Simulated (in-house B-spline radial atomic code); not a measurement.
How numerical settings move a run on Fe, [Ar] 3d6 4s2. Computed with a B-spline radial code for spherical atoms: Dirac-Kohn-Sham PBE0, spherical fractional occupations, Fermi nucleus of rms radius 3.7377 fm.

Command:
```bash
python run_scf.py task.json out
```
Settings of the sound reference run:
```
Z                26
electrons        26
configuration    [Ar] 3d6 4s2
hamiltonian      dirac
method           pbe0
spin_polarised   False
nucleus          fermi
rms_radius       3.7377
mass_number      56
atomic_mass      55.93494
speed_of_light   137.036
knot_spacing     0.22
spline_order     8
gauss_points     12
box_radius       50
max_iterations   70
damping          0.5
damped_steps     3
diis_vectors     10
tolerance        1e-08
start            Thomas-Fermi
```

Time taken, with all properties: 2 s on 1 thread of Intel(R) Xeon(R) Platinum 8259CL CPU @ 2.50GHz (shared host).

It converges in 11 iterations to -1272.234537 hartree, with 4s1/2 at -6.04072 eV. The other runs change the listed settings, some to values that make no sense; their results aren't properties of the atom or ion. Radii are in bohr (the nuclear one in fm), a minus after a letter asks for a j subshell, and «unchanged» means within 1e-8 hartree. The run stops when the residual is below 10 × tolerance × max(1, Z/10), or a noise floor if that is larger, and the energy moves by less than 1e-8 × √|E| hartree; so very loose and very tight tolerances often act alike.

```tsv
changed settings	outcome
spline_order = 5, gauss_points = 6, max_iterations = 50, damping = 0.95, damped_steps = 0	converged in 10 iterations, energy +1.12e-05 hartree from the reference, 4s1/2 level +6.9e-06 eV
box_radius = 3	converged in 9 iterations, energy +1.44e+00 hartree from the reference, 4s1/2 level +2.1e+01 eV (the program warns: 4s1/2 has a positive eigenvalue: unbound, held by the box; 3d3/2 has a positive eigenvalue: unbound, held by the box)
spline_order = 5	converged in 11 iterations, energy +1.12e-05 hartree from the reference
box_radius = 100, max_iterations = 5	not converged after 5 iterations, last residual 1.9e-02, last energy +8.18e-03 hartree from the reference
gauss_points = 4, box_radius = 10, max_iterations = 50, diis_vectors = 1, start = bare nucleus	not converged after 50 iterations, last residual 1.0e+00, last energy +2.24e+01 hartree from the reference
max_iterations = 2	not converged after 2 iterations, last residual 5.2e-01, last energy +9.05e+00 hartree from the reference
box_radius = 10	converged in 10 iterations, energy +2.84e-04 hartree from the reference, 4s1/2 level +1.9e-02 eV (the program warns: 4s1/2 reaches the box edge; 3d3/2 reaches the box edge)
max_iterations = 8	not converged after 8 iterations, last residual 3.8e-04, last energy +5.80e-06 hartree from the reference
method = hf, spin_polarised = True	stopped with error: spin polarisation is not served with the Dirac Hamiltonian
max_iterations = 3	not converged after 3 iterations, last residual 1.1e-01, last energy +4.75e-01 hartree from the reference
knot_spacing = 0.1, spline_order = 10, gauss_points = 16, max_iterations = 50	converged in 10 iterations, energy -2.08e-06 hartree from the reference, 4s1/2 level +2.5e-06 eV
box_radius = 15	converged in 11 iterations, energy +5.40e-07 hartree from the reference, 4s1/2 level +7.0e-05 eV (the program warns: 4s1/2 reaches the box edge)
knot_spacing = 2, max_iterations = 12, damped_steps = 0, diis_vectors = 20	converged in 9 iterations, energy +2.45e+02 hartree from the reference, 4s1/2 level +8.8e-01 eV (the program warns: 2s1/2 reaches the box edge; 3s1/2 reaches the box edge)
spline_order = 4	converged in 11 iterations, energy +4.25e-04 hartree from the reference, 4s1/2 level +4.8e-05 eV
spline_order = 3	converged in 10 iterations, energy +2.78e-02 hartree from the reference, 4s1/2 level +2.4e-03 eV
electrons = 29, configuration = [Ar] 3d6 4s2 5s3, max_iterations = 60	stopped with error: shell 5s holds at most 2 electrons
```

Task: What happens with spline_order = 6?

Result: Converged in 11 iterations, energy +9.36e-07 hartree from the reference, 4s1/2 level +1.3e-06 eV.

Task: What happens with max_iterations = 12?

Result: Converged in 11 iterations, energy unchanged.

Task: What happens with box_radius = 2?

Result: Converged in 8 iterations, energy +8.44e+00 hartree from the reference, 4s1/2 level +9.6e+01 eV (the program warns: 4s1/2 has a positive eigenvalue: unbound, held by the box; 3d3/2 has a positive eigenvalue: unbound, held by the box).

Task: What happens with spline_order = 7?

Result: Converged in 11 iterations, energy -1.32e-06 hartree from the reference, 4s1/2 level -1.1e-06 eV.
